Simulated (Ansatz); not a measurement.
Gas-phase electronic energies from Ansatz, PBE0-D4/def2-TZVP geometries. CBS: MP2 limit from def2 TZ/QZ plus the TZ coupled-cluster correction, frozen cores. This one scheme is used for every species. Functionals use def2-TZVPP. def2 core potentials past Kr. For Se, Sn outer-core shells are correlated without core-valence functions, which leaves a few kJ/mol of doubt a bond. Scalar relativity is left out up to krypton. One conformer a species, not always the lowest.

`C[SiH2][SnH2][SH]` + H₂Se → `[SH][SnH2][SeH]` + `C[SiH3]`  (cleavage of the Sn–Si bond)

Task: Is it downhill or uphill in electronic energy at CCSD(T)/CBS, and by how much? (An estimate is asked.)

Result: Computed: Downhill: ΔE = -12.4 kcal/mol.

Task: What do these levels give: r2SCAN-D4, B2PLYP, PBE, r2SCAN, PBE0, HF/def2-TZVPP, SCS-MP2/def2-TZVPP, CCSD(T)/def2-TZVPP, HF/def2-QZVPP, MP2/def2-QZVPP, SCS-MP2/def2-QZVPP, HF/CBS(def2)? (An estimate is asked.)

Result: Computed: r2SCAN-D4 -11.9, B2PLYP -13.0, PBE -10.9, r2SCAN -12.2, PBE0 -11.5, HF/def2-TZVPP -15.9, SCS-MP2/def2-TZVPP -13.0, CCSD(T)/def2-TZVPP -11.4, HF/def2-QZVPP -16.1, MP2/def2-QZVPP -13.2, SCS-MP2/def2-QZVPP -13.6, HF/CBS(def2) -16.1 kcal/mol.

Largest T1 diagnostic among the species: 0.012.

The D4 term adds +1.0 kcal/mol with B3LYP and +0.6 kcal/mol with PBE0; it sums over pairs of atoms, weighted by their polarisabilities, and B3LYP, whose exchange is more repulsive, gets the larger term. In def2-TZVPP, CCSD(T) changes the Hartree–Fock value by +4.5 kcal/mol (the triples alone add +0.2 kcal/mol) and MP2 by +3.4 kcal/mol.

B3LYP here is the variant with VWN-RPA as its local correlation; programs differ in this.
